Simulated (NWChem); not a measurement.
Species: C₂H₇NSn; SMILES C=[CH][SnH2][NH2]

```xyz
11

Sn    -0.3010     0.3358    -0.0024
N      1.1701     1.7586     0.1287
C      0.3966    -1.6294    -0.5109
C      0.3240    -2.6571     0.3404
H     -1.3819     0.9344    -1.1920
H     -1.0185     0.2337     1.5526
H      1.9356     1.4814     0.7414
H      1.5812     1.9834    -0.7761
H      0.8341    -1.7993    -1.5034
H     -0.1020    -2.5559     1.3461
H      0.6851    -3.6592     0.0762
```
Atoms are numbered in this order, from 1.

Structure relaxed at the PBE0/def2-SVP level. No frequency run checked for a minimum. def2 effective core potentials on Sn; no spin-orbit coupling.

List the 4 lowest vertical singlet excitations from B3LYP/def2-SVP with def2 effective core potentials on Sn, full TDDFT (NWChem).


```json
[
 {"state": "S1", "energy (eV)": "5.09", "oscillator strength": "0.040", "leading excitation (squared amplitude)": "HOMO → LUMO (0.95)"},
 {"state": "S2", "energy (eV)": "6.10", "oscillator strength": "0.041", "leading excitation (squared amplitude)": "HOMO → LUMO+1 (0.86)"},
 {"state": "S3", "energy (eV)": "6.52", "oscillator strength": "0.029", "leading excitation (squared amplitude)": "HOMO−2 → LUMO (0.53)"},
 {"state": "S4", "energy (eV)": "6.78", "oscillator strength": "0.049", "leading excitation (squared amplitude)": "HOMO → LUMO+2 (0.66)"}
]
```
